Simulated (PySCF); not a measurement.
# One molecule, several mistakes: BH3O2Si

All numbers below are calculated, not measured. The program is PySCF 2.14.0, an open-source quantum chemistry code, run on an isolated molecule that a program drew, which may never have been made. The molecule is BH3O2Si (charge 0, singlet), drawn as the SMILES string `OB(O)[SiH]`.

Each row is a Hartree-Fock (HF) and frozen-core CCSD(T) single point in the cc-pV(D+d)Z basis, meant for a local HF minimum. Run 1 is clean. Each other run has one planted mistake out of seven kinds, and not every kind appears here: one electron removed, one electron added, multiplicity raised by two, geometry at a saddle point, minimal basis STO-3G, one bond length entered in bohr, all coordinates scaled. The reference is restricted for singlets and unrestricted otherwise, and also for a bond in bohr. Adding or removing an electron swaps singlet and doublet. Electrons count all cores. HOMO and LUMO are orbital energies over both spins, the gradient is its largest component, and the lowest frequency (negative if imaginary) is given only where the gradient is small. Bond lengths are over the 6 bonds as drawn. T1 is the CCSD diagnostic: over 0.02 (restricted) or 0.045 (unrestricted) a single reference is doubtful.

Geometry of the clean run:
```xyz
7
BH3O2Si, angstrom
O    -0.7881   -0.6879   -0.8349
B     0.3058   -1.0764   -1.5529
O     1.1925   -0.1077   -1.9037
Si    0.8063   -2.9636   -2.2583
H    -1.3849   -1.3809   -0.6038
H     0.9458    0.7507   -1.5820
H     1.5798   -3.3331   -1.0053
```

```
run,electrons,basis functions,<S^2>,HOMO (eV),LUMO (eV),gradient (hartree/bohr),lowest frequency (cm^-1),mean bond (Å),longest bond (Å),T1,HF (hartree),CCSD(T) (hartree),mistake
1,38,80,0.000,-8.54,0.49,2.5e-05,166,1.3685,2.076,0.0153,-465.13861,-465.72197,no fault
2,38,80,0.000,-8.23,0.76,1.3e-01,-,1.2522,1.900,0.0135,-465.07511,-465.64540,all coordinates scaled
3,38,27,0.000,-5.47,6.11,4.7e-02,-,1.3685,2.076,0.0162,-459.41078,-459.59816,minimal basis STO-3G
4,38,80,0.000,-8.63,-0.07,4.7e-05,-79,1.3731,2.120,0.0160,-465.13082,-465.71582,geometry at a saddle point
5,38,80,2.011,-8.07,0.40,3.2e-02,-,1.3685,2.076,0.0182,-465.12508,-465.68908,multiplicity raised by two
6,39,80,0.769,-0.91,8.01,3.7e-02,-,1.3685,2.076,0.0159,-465.14529,-465.73672,?
```

**Which mistake was planted in run 6, and what did it cost?**

It counts 39 electrons, one more than the clean run, at the same geometry and basis. So the mistake is: one electron added. Subtracting run 1 and multiplying by 627.51 kcal/mol a hartree, the energy moved by -4.2 kcal/mol in HF and -9.3 kcal/mol in CCSD(T).

